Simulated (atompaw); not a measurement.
# Cutoff test, iron, PAW (atompaw)

Fe, PAW, made with atompaw 4.2.0.5 (PBE, scalar-relativistic). Core [Ar], reference 3d6.5 4s1.5 4p0. Waves: 4s (bound): rc 3.00 bohr; 4s channel at 0.4 Ry: rc 3.00 bohr; 4p (bound, empty): rc 3.00 bohr; 4p channel at 3.9 Ry: rc 3.00 bohr; 3d (bound): rc 1.60 bohr; 3d channel at 4.6 Ry: rc 1.60 bohr. Local part: troulliermartins scheme with l = 3 at 0 Ry, radius 2.50 bohr. Core correction: smooth core density matched at 1.85 bohr. Augmentation charge: besselshape compensation charge, radius 2.60 bohr; PAW radius 3.00 bohr; waves and projectors: custom rrkj vanderbiltortho.

The pseudo-atom Hamiltonian at the reference potential is diagonalised in spherical Bessel functions j_l(qr) that vanish at 20 bohr, with q² up to the cutoff. All-electron valence levels (Ry): 4s -0.3484, 4p -0.0792, 3d -0.4029.

Q: How do the lowest levels (Ry) of each channel move with the cutoff, and are there ghosts?

A:

```json
{"cutoff (Ry)": "8", "s #1": "-0.3484", "p #1": "-0.0791", "p #2": "0.0495", "d #1": "0.0575", "f #1": "0.1098", "Σ f·Δε (mRy)": "2992.3"}
{"cutoff (Ry)": "12", "s #1": "-0.3484", "p #1": "-0.0791", "p #2": "0.0495", "d #1": "0.0573", "f #1": "0.1098", "Σ f·Δε (mRy)": "2991.0"}
{"cutoff (Ry)": "15", "s #1": "-0.3484", "p #1": "-0.0792", "p #2": "0.0495", "d #1": "0.0568", "f #1": "0.1098", "Σ f·Δε (mRy)": "2988.2"}
{"cutoff (Ry)": "21", "s #1": "-0.3484", "p #1": "-0.0792", "p #2": "0.0495", "d #1": "-0.1603", "f #1": "0.1098", "Σ f·Δε (mRy)": "1576.6"}
{"cutoff (Ry)": "25", "s #1": "-0.3484", "p #1": "-0.0792", "p #2": "0.0495", "d #1": "-0.2939", "f #1": "0.1098", "Σ f·Δε (mRy)": "708.8"}
{"cutoff (Ry)": "35", "s #1": "-0.3484", "p #1": "-0.0792", "p #2": "0.0495", "d #1": "-0.3978", "f #1": "0.1098", "Σ f·Δε (mRy)": "33.3"}
{"cutoff (Ry)": "45", "s #1": "-0.3484", "p #1": "-0.0792", "p #2": "0.0495", "d #1": "-0.4022", "f #1": "0.1098", "Σ f·Δε (mRy)": "4.2"}
{"cutoff (Ry)": "50", "s #1": "-0.3484", "p #1": "-0.0792", "p #2": "0.0495", "d #1": "-0.4023", "f #1": "0.1098", "Σ f·Δε (mRy)": "3.8"}
{"cutoff (Ry)": "60", "s #1": "-0.3484", "p #1": "-0.0792", "p #2": "0.0495", "d #1": "-0.4026", "f #1": "0.1098", "Σ f·Δε (mRy)": "1.6"}
{"cutoff (Ry)": "70", "s #1": "-0.3484", "p #1": "-0.0792", "p #2": "0.0495", "d #1": "-0.4028", "f #1": "0.1098", "Σ f·Δε (mRy)": "0.5"}
{"cutoff (Ry)": "90", "s #1": "-0.3484", "p #1": "-0.0792", "p #2": "0.0495", "d #1": "-0.4028", "f #1": "0.1098", "Σ f·Δε (mRy)": "0.3"}
{"cutoff (Ry)": "400", "s #1": "-0.3484", "p #1": "-0.0792", "p #2": "0.0495", "d #1": "-0.4029", "f #1": "0.1098", "Σ f·Δε (mRy)": "0.0"}
```

Result: no extra level below or beside the all-electron valence levels (s, p, d, f tested); 10 mRy is reached at 40 Ry and 1 mRy at 70 Ry.
